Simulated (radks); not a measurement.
Results of a calculation; reference values are marked as such.
Question: Pm II, 60 electrons, occupied as [Xe] 4f5 6s1 (the NIST ground configuration). Level of theory: scalar-relativistic Kohn-Sham, r2SCAN, spin-polarised, spherical densities, finite nucleus; open shells are filled with parallel spins first (spin-orbit coupling, left out, can overturn this in heavy ions); meta-GGA in the generalised Kohn-Sham scheme; Fermi nuclear charge, rms radius 4.962 fm (a radial shooting solver on a logarithmic mesh with Libxc functionals). Some entries of the table are withheld. Estimate them.

orbital  occ.  eigenvalue (eV)  <1/r> (bohr^-1)  <r^2> (bohr^2)
1s up       1        -45094.25            67.41       0.0007320
1s down     1        -45094.24            67.41       0.0007320
2s down     1        -7356.483            15.61         0.01156
2s up       1        -7356.462            15.61         0.01156
2p down     3        -6566.819            14.67        0.009265
2p up       3        -6566.812            14.67        0.009265
3s up       1        -1616.604            5.709         0.07734
3s down     1        -1614.793            5.714         0.07723
3p up       3        -1367.286            5.381         0.07751
3p down     3        -1365.470            5.386         0.07737
3d up       5        -1025.527            5.098         0.06575
3d down     5        -1024.100            5.103         0.06557
4s up       1        -331.2082            2.380          0.3973
4s down     1        -326.3210            2.381          0.3968
4p up       3        -249.0254            2.192          0.4488
4p down     3        -244.0527            2.194          0.4482
4d up       5        -132.5326            1.920          0.5511
4d down     5        -127.4353            1.920          0.5518
5s up       1         -50.0559              (1)           2.315
5s down     1         -47.2689              (2)           2.421
5p up       3         -30.1010           0.7794           3.190
5p down     3         -28.0442           0.7577           3.316
4f up       5          -9.1965            1.320           1.437
6s up       1          -8.7940           0.3157           17.39
4f down     0          -4.6410            1.260           1.940

Answer: 
(1) 5s up <1/r> (bohr^-1): 0.9212
(2) 5s down <1/r> (bohr^-1): 0.8965
